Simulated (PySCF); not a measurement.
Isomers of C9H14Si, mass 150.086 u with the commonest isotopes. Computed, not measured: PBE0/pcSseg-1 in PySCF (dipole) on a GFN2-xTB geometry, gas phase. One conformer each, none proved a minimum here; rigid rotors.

Problem. Order these by rotational constant B, largest first.
A. `[CH2:1]=[CH:2][C@@:3]1([CH3:4])[CH2:5][CH2:6][Si@H:7]1[C:8]#[C:9][CH3:10]` with C1–C2–C3–C4 14°, C2–C3–C5–C6 129°, C3–C5–C6–Si7 -12°, C5–C6–Si7–C8 -101°, C2–C3–Si7–C6 -125°
B. `C[Si](C)(C)c1ccccc1`
C. `[CH:1]1=[CH:2][SiH2:3][C:4]([CH:5]2[CH2:6][CH2:7][CH2:8][CH2:9]2)=[CH:10]1` with Si3–C4–C5–C6 -51°, C1–C2–Si3–C4 0°, C2–Si3–C4–C5 -179°, C4–C5–C6–C7 -157°, C5–C6–C7–C8 7°

Solution. A (737.3 MHz), B (716.3 MHz), C (674.8 MHz).

Problem. Order these by rotational constant C, largest first.
A. `C[Si](C)(C)c1ccccc1`
B. `[CH3:1][CH2:2][c:3]1[cH:4][cH:5][cH:6][c:7]([CH2:8][SiH3:9])[cH:10]1` with C1–C2–C3–C4 87°, C6–C7–C8–Si9 -87°
C. `[CH:1]1=[CH:2][SiH2:3][C:4]([CH:5]2[CH2:6][CH2:7][CH2:8][CH2:9]2)=[CH:10]1` with Si3–C4–C5–C6 -51°, C1–C2–Si3–C4 0°, C2–Si3–C4–C5 -179°, C4–C5–C6–C7 -157°, C5–C6–C7–C8 7°
D. `[CH2:1]=[CH:2][C@@:3]1([CH3:4])[CH2:5][CH2:6][Si@H:7]1[C:8]#[C:9][CH3:10]` with C1–C2–C3–C4 14°, C2–C3–C5–C6 129°, C3–C5–C6–Si7 -12°, C5–C6–Si7–C8 -101°, C2–C3–Si7–C6 -125°

Solution. A (638.5 MHz), D (584.7 MHz), C (570.2 MHz), B (550.5 MHz).

Problem. Order these by rotational constant A, smallest first.
A. `[CH2:1]=[CH:2][C@@:3]1([CH3:4])[CH2:5][CH2:6][Si@H:7]1[C:8]#[C:9][CH3:10]` with C1–C2–C3–C4 14°, C2–C3–C5–C6 129°, C3–C5–C6–Si7 -12°, C5–C6–Si7–C8 -101°, C2–C3–Si7–C6 -125°
B. `[CH:1]1=[CH:2][SiH2:3][C:4]([CH:5]2[CH2:6][CH2:7][CH2:8][CH2:9]2)=[CH:10]1` with Si3–C4–C5–C6 -51°, C1–C2–Si3–C4 0°, C2–Si3–C4–C5 -179°, C4–C5–C6–C7 -157°, C5–C6–C7–C8 7°
C. `[CH3:1][CH2:2][c:3]1[cH:4][cH:5][cH:6][c:7]([CH2:8][SiH3:9])[cH:10]1` with C1–C2–C3–C4 87°, C6–C7–C8–Si9 -87°
D. `C[Si](C)(C)c1ccccc1`

Solution. A (1569 MHz), C (1802 MHz), D (2015 MHz), B (2723 MHz).

| SMILES | point group | Ia (u·Å²) | Ib (u·Å²) | Ic (u·Å²) | κ | μa (D) | μb (D) | μc (D) |
| --- | --- | --- | --- | --- | --- | --- | --- | --- |
| C[Si](C)(C)c1ccccc1 | Cs | 250.83 | 705.49 | 791.47 | -0.89 | 0.08 | 0.03 | 0.00 |
| C1=C[SiH2]C(C2CCCC2)=C1 | C1 | 185.60 | 748.92 | 886.36 | -0.90 | 0.59 | 0.12 | 0.06 |
| CCc1cccc(C[SiH3])c1 | C1 | 280.41 | 756.37 | 917.96 | -0.81 | 0.19 | 0.17 | 0.26 |
| C=C[C@@]1(C)CC[Si@H]1C#CC | C1 | 322.15 | 685.40 | 864.29 | -0.69 | 1.44 | 0.11 | 0.30 |
